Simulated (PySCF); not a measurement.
Se(Me)(OSiH3), CH6OSeSi, SMILES O([SiH3])[Se]C, singlet, B3LYP/def2-SVP optimised geometry.

```
10

Se    -0.85    -1.51     0.00
C      1.10    -1.51     0.00
H      1.41    -2.56    -0.10
H      1.50    -1.10     0.94
H      1.47    -0.94    -0.86
O     -1.07     0.31     0.00
Si    -1.43     1.12     1.43
H     -2.73     0.68     2.01
H     -1.50     2.56     1.07
H     -0.36     0.91     2.46
```

Density from B3LYP/def2-TZVP (PySCF) at that geometry.

Minimum of the electron density along straight lines between bonded atoms, close to the bond critical point (lines longer than 1.1 times the sum of covalent radii, or with two minima, are not listed):

| bond | length / Å | ρ at the minimum / e bohr⁻³ | ∇²ρ there / e bohr⁻⁵ | position (fraction from the first atom) |
|---|---|---|---|---|
| Se1–C2 | 1.951 | 0.151 | -0.17 | 0.52 |
| C2–H3 | 1.101 | 0.272 | -0.91 | 0.64 |
| C2–H4 | 1.098 | 0.277 | -0.94 | 0.65 |
| C2–H5 | 1.098 | 0.276 | -0.94 | 0.65 |
| Se1–O6 | 1.837 | 0.148 | 0.15 | 0.47 |
| O6–Si7 | 1.683 | 0.128 | 0.68 | 0.59 |
| Si7–H8 | 1.492 | 0.122 | 0.14 | 0.49 |
| Si7–H9 | 1.488 | 0.123 | 0.13 | 0.49 |
| Si7–H10 | 1.494 | 0.122 | 0.14 | 0.49 |
